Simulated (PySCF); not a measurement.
Nb(NMe)(F)2(Cl) (CH3ClF2NNb), SMILES C[N]=[Nb]([F])([F])[Cl], multiplicity 1.

Geometry optimised at PBE0-D3(BJ)/def2-SVP. The spin state was assumed, not searched. The structure was generated by enumeration; whether it is a known compound was not checked. The def2 effective core potentials stand for the cores of Nb; spin–orbit coupling is left out.

The numbers are results of PBE0-D3(BJ)/def2-SVP (PySCF), not measurements.

Frequencies are harmonic and unscaled.

```json
[
 {"mode": "1", "ν (cm⁻¹)": "53", "IR (km/mol)": "0.0", "Raman (Å⁴/amu)": "0.0", "depolarisation": "–", "moving atoms (share of kinetic energy)": "H 99 %"},
 {"mode": "2", "ν (cm⁻¹)": "94", "IR (km/mol)": "2.0", "Raman (Å⁴/amu)": "3.4", "depolarisation": "0.70", "moving atoms (share of kinetic energy)": "Cl 35 %, C 34 %, H 17 %, Nb 10 %"},
 {"mode": "3", "ν (cm⁻¹)": "110", "IR (km/mol)": "0.0", "Raman (Å⁴/amu)": "0.8", "depolarisation": "0.75", "moving atoms (share of kinetic energy)": "F 36 %, C 19 %, Nb 17 %, H 13 %, Cl 12 %"},
 {"mode": "4", "ν (cm⁻¹)": "134", "IR (km/mol)": "7.5", "Raman (Å⁴/amu)": "2.2", "depolarisation": "0.75", "moving atoms (share of kinetic energy)": "F 67 %, Cl 18 %"},
 {"mode": "5", "ν (cm⁻¹)": "154", "IR (km/mol)": "4.5", "Raman (Å⁴/amu)": "1.0", "depolarisation": "0.73", "moving atoms (share of kinetic energy)": "F 77 %, Cl 12 %"},
 {"mode": "6", "ν (cm⁻¹)": "186", "IR (km/mol)": "11.8", "Raman (Å⁴/amu)": "1.2", "depolarisation": "0.42", "moving atoms (share of kinetic energy)": "F 68 %, Nb 16 %"},
 {"mode": "7", "ν (cm⁻¹)": "326", "IR (km/mol)": "5.3", "Raman (Å⁴/amu)": "1.2", "depolarisation": "0.54", "moving atoms (share of kinetic energy)": "N 67 %, Cl 18 %, H 10 %"},
 {"mode": "8", "ν (cm⁻¹)": "337", "IR (km/mol)": "17.6", "Raman (Å⁴/amu)": "1.3", "depolarisation": "0.75", "moving atoms (share of kinetic energy)": "N 70 %, F 15 %, H 9 %"},
 {"mode": "9", "ν (cm⁻¹)": "424", "IR (km/mol)": "90.2", "Raman (Å⁴/amu)": "3.7", "depolarisation": "0.06", "moving atoms (share of kinetic energy)": "Cl 55 %, Nb 30 %"},
 {"mode": "10", "ν (cm⁻¹)": "665", "IR (km/mol)": "21.9", "Raman (Å⁴/amu)": "15.4", "depolarisation": "0.08", "moving atoms (share of kinetic energy)": "C 48 %, Nb 18 %, F 13 %, H 13 %, N 8 %"},
 {"mode": "11", "ν (cm⁻¹)": "700", "IR (km/mol)": "138.9", "Raman (Å⁴/amu)": "1.4", "depolarisation": "0.31", "moving atoms (share of kinetic energy)": "F 74 %, Nb 18 %"},
 {"mode": "12", "ν (cm⁻¹)": "718", "IR (km/mol)": "158.2", "Raman (Å⁴/amu)": "0.2", "depolarisation": "0.75", "moving atoms (share of kinetic energy)": "F 74 %, Nb 25 %"},
 {"mode": "13", "ν (cm⁻¹)": "1091", "IR (km/mol)": "1.6", "Raman (Å⁴/amu)": "1.0", "depolarisation": "0.73", "moving atoms (share of kinetic energy)": "H 73 %, C 20 %"},
 {"mode": "14", "ν (cm⁻¹)": "1096", "IR (km/mol)": "0.8", "Raman (Å⁴/amu)": "0.7", "depolarisation": "0.75", "moving atoms (share of kinetic energy)": "H 74 %, C 20 %"},
 {"mode": "15", "ν (cm⁻¹)": "1400", "IR (km/mol)": "116.0", "Raman (Å⁴/amu)": "121.4", "depolarisation": "0.29", "moving atoms (share of kinetic energy)": "H 44 %, C 32 %, N 24 %"},
 {"mode": "16", "ν (cm⁻¹)": "1437", "IR (km/mol)": "62.5", "Raman (Å⁴/amu)": "15.3", "depolarisation": "0.09", "moving atoms (share of kinetic energy)": "N 55 %, H 42 %"},
 {"mode": "17", "ν (cm⁻¹)": "1445", "IR (km/mol)": "11.2", "Raman (Å⁴/amu)": "25.2", "depolarisation": "0.75", "moving atoms (share of kinetic energy)": "H 97 %"},
 {"mode": "18", "ν (cm⁻¹)": "1448", "IR (km/mol)": "11.3", "Raman (Å⁴/amu)": "26.4", "depolarisation": "0.74", "moving atoms (share of kinetic energy)": "H 97 %"},
 {"mode": "19", "ν (cm⁻¹)": "3027", "IR (km/mol)": "33.6", "Raman (Å⁴/amu)": "316.8", "depolarisation": "0.06", "moving atoms (share of kinetic energy)": "H 97 %"},
 {"mode": "20", "ν (cm⁻¹)": "3124", "IR (km/mol)": "5.9", "Raman (Å⁴/amu)": "104.3", "depolarisation": "0.75", "moving atoms (share of kinetic energy)": "H 90 %, C 10 %"},
 {"mode": "21", "ν (cm⁻¹)": "3125", "IR (km/mol)": "7.0", "Raman (Å⁴/amu)": "120.8", "depolarisation": "0.75", "moving atoms (share of kinetic energy)": "H 90 %, C 10 %"}
]
```
